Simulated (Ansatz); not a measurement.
Born–Oppenheimer molecular dynamics of BCl2FH2 (6 atoms, charge 0, multiplicity 1). It starts at the highest image of a converged band, a first-order saddle point between two minima.

Theory: RKS B3LYP-D4/cc-pVDZ in Ansatz.

* ensemble: NVE (velocity Verlet)
* time step: 0.5 fs
* steps asked: 200
* starting velocities drawn for: 100 K
* seed: 8461

First frame:

```xyz
6
Properties=species:S:1:pos:R:3
B -0.107 -0.246 0.051
H -0.095 0.274 1.267
F 1.044 -0.009 -0.585
Cl -1.673 0.055 -0.726
Cl -0.010 -2.218 0.845
H -0.022 -0.755 1.438
```

How far do the bonds stretch over the last three quarters of this one trajectory? (Pairs bonded in most of those frames.)


| bond | mean (Å) | spread (Å) | shortest | longest |
| --- | --- | --- | --- | --- |
| B1–H2 | 1.204 | 0.024 | 1.17 | 1.26 |
| B1–F3 | 1.332 | 0.009 | 1.32 | 1.35 |
| B1–Cl4 | 1.778 | 0.036 | 1.70 | 1.83 |
| Cl5–H6 | 1.313 | 0.021 | 1.28 | 1.35 |

Mean temperature of the second half: 1889 K. The conserved energy stayed within 0.044 meV per atom of its start (net change -0.0063 meV per atom), so the integration is sound. The kinetic energy rose, since the run started high on the potential surface and went downhill. It ends in pieces (BClFH + ClH), so much of that is their flight and rotation, not heat. A run of 0.1 ps of so small a system gives no equilibrium averages. The orbitals stay closed-shell, which can raise the energy where a bond breaks towards radicals; this wasn't checked here.

Time of the run: 8.3 min on 1 thread of Arm Neoverse V2, on a shared host, peak memory 0.17 GiB.
